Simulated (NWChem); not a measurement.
How basis sets differ on SnNH2F (SMILES [NH2][Sn][F])

SnNH2F has 5 atoms, charge 0, and is taken as a singlet. As SMILES, `[NH2][Sn][F]`. The shape is that of a PBE0-D4/def2-TZVP optimisation. This is one conformer, not always the lowest.

Each level gives the HOMO–LUMO gap (eV). The values are calculated.

```json
{"level": "HF/STO-3G", "kind": "Hartree–Fock", "program": "NWChem", "value (eV)": "10.95", "CPU time": "4.4 s"}
{"level": "HF/3-21G", "kind": "Hartree–Fock", "program": "NWChem", "value (eV)": "10.48", "CPU time": "8.6 s"}
{"level": "HF/def2-SVP (core potential)", "kind": "Hartree–Fock", "program": "NWChem", "value (eV)": "10.90", "CPU time": "8.9 s"}
{"level": "HF/def2-SVPD (core potential)", "kind": "Hartree–Fock", "program": "NWChem", "value (eV)": "10.82", "CPU time": "18 s"}
```

All-electron rows without a relativistic Hamiltonian named are non-relativistic, while core potentials hold scalar relativity, so basis and relativity change together. The values span 10.48 to 10.95 eV. A Hartree–Fock LUMO above zero doesn't converge with the basis: it sinks as sets grow more diffuse. Orbital gaps aren't excitation energies. Times are those of the runs behind each value, whatever else they computed, on shared processors of several kinds: orders of magnitude only.
